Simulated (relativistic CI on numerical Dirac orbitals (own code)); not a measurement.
## Ag2+: 4p photoemission

Computed with this model: Dirac-Coulomb-Breit CI, separate exchange-only KLI orbitals for each configuration, QED by a radiative potential, valence Slater integrals scaled by 0.7, multiplet model of photoemission in the sudden approximation; configurations [Kr] 4d9 → [Ar] 3d10 4s2 4p5 4d9; 300 K; Lorentzian 0.84 eV and Gaussian 0.6 eV FWHM. Energies are those of the free ion, without screening or charge transfer. The energies are binding energies and can lie tens of eV above those of solids. S is read from ⟨S²⟩ = S(S + 1).

Field parameters in Wybourne normalisation: D4h B²₀ = −7Ds, B⁴₀ = 21(Dq − Dt), B⁴₄ = 21√(5/14) Dq; Oh B⁴₀ = 21Dq, B⁴₄ = √(5/14) B⁴₀; Td as Oh with Dq negative (B⁴₀ = 21Dq, B⁴₄ = √(5/14) B⁴₀). The field is a parameter set, without covalency.

Computed curve for Td, 10Dq = -15950 cm⁻¹, scaled to 100 at the maximum (points under 2 are left out and the grid is thinned):

(Energy (eV), Intensity): (86.1, 2.0), (86.5, 2.4), (87.0, 3.1), (87.4, 4.0), (87.9, 5.9), (88.3, 8.5), (88.8, 15.9), (89.2, 31.2), (89.6, 64.0), (90.1, 99.3), (90.5, 88.6), (91.0, 50.2), (91.4, 33.2), (91.9, 27.0), (92.3, 24.2), (92.8, 18.3), (93.2, 16.6), (93.6, 21.5), (94.1, 40.6), (94.5, 59.3), (95.0, 54.7), (95.4, 37.7), (95.9, 19.5), (96.3, 14.4), (96.7, 12.1), (97.2, 12.5), (97.6, 19.8), (98.1, 39.8), (98.5, 39.9), (99.0, 20.1), (99.4, 13.6), (99.9, 17.5), (100.3, 26.6), (100.7, 28.8), (101.2, 23.9), (101.6, 16.3), (102.1, 7.3), (102.5, 4.2), (103.0, 2.7), (103.4, 2.0)

The ground state has S = 0.50, and the centroid lies at 93.98 eV.
